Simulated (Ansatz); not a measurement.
Species: H$_{3}$SiNO, charge 0, singlet. H3SiNO (SMILES N[Si]O).
B3LYP-D3(BJ)/def2-TZVP minimum from Ansatz (a first-principles code):
```
N
H 1 1.0095
H 1 1.0117 2 111.46
Si 1 1.7229 2 120.46 3 180.00
O 4 1.6622 1 102.73 2 180.00
H 5 0.9636 4 122.36 1 0.00
```

Total energies in cc-pV(D+d)Z, 18 correlated electrons, 7 frozen orbitals. Radicals and triplets start from unrestricted determinants; spin-orbit coupling is neglected. Cores are frozen in correlated methods. No relativity.

| method | program | energy (Eh) | minus CCSDT(Q) (mEh) |
|---|---|---|---|
| HF | Ansatz | -420.04561 | 483.95 |
| MP2 | Ansatz | -420.48887 | 40.70 |
| CCSD | Ansatz | -420.51533 | 14.24 |
| CCSD(T) | Ansatz | -420.52744 | 2.13 |
| CCSDT(Q) | Ansatz | -420.52957 | 0.00 |

Rough core times of Ansatz's runs on a shared machine: CCSD(T) under 20 s, CCSDT(Q) 2 min.
